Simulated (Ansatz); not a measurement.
Molecule: CoF2, charge -1, multiplicity 3. The spin state was set by rule; other spins were not relaxed. 
Coordinates optimised at B3LYP-D3(BJ)/def2-TZVP (Ansatz, a quantum-chemistry and plane-wave program):
```xyz
3

Co     0.0000     0.0000     0.0000
F      0.0000     0.0000    -1.8032
F      0.0000     0.0000     1.8032
```
Charge -1, spin multiplicity 3.

Total electronic energies in hartree. Correlated levels leave the core frozen unless marked. UHF or UKS for open shells. Spin-orbit coupling is left out. Frozen are the shells of the preceding noble gas and the d and f shells that filled before the atom's block. Non-relativistic. CBS marks a two-point X^-3 extrapolation of the correlation energy; Hartree-Fock from the larger set. The bracket is a focal-point correction in the basis named.

The UHF reference is spin-contaminated (<S^2> 0.80 over the pure value in the largest basis). The T1 diagnostic of CCSD in the largest basis is 0.073, which is high, so the coupled-cluster rows are less sure than usual.

| level | program | energy (Eh) |
|---|---|---|
| PBE-D4/def2-TZVPD | Ansatz + dftd4 | -1582.28406 |
| PBE0/def2-SVP | Ansatz | -1581.77898 |
| PBE0-D3(BJ)/def2-TZVP | Ansatz + dftd3 | -1582.26155 |
| PBE0-D4/def2-TZVPD | Ansatz + dftd4 | -1582.27013 |
| B2GP-PLYP-D3(BJ)/def2-TZVPD | Ansatz + dftd3 | -1582.14204 |
| RPA@PBE/def2-QZVPP | Ansatz | -1581.78533 |
| SCS-MP2/def2-SVP | Ansatz | -1580.50655 |
| SCS-MP2/def2-SVPD | Ansatz | -1580.59902 |
| RI-MP2/CBS(def2-TZVPPD,def2-QZVPPD)+[CCSD(T)-MP2]/def2-TZVPPD | Ansatz | -1581.4695 |

Totals of different functionals don't rank their quality; only differences between species are comparable.
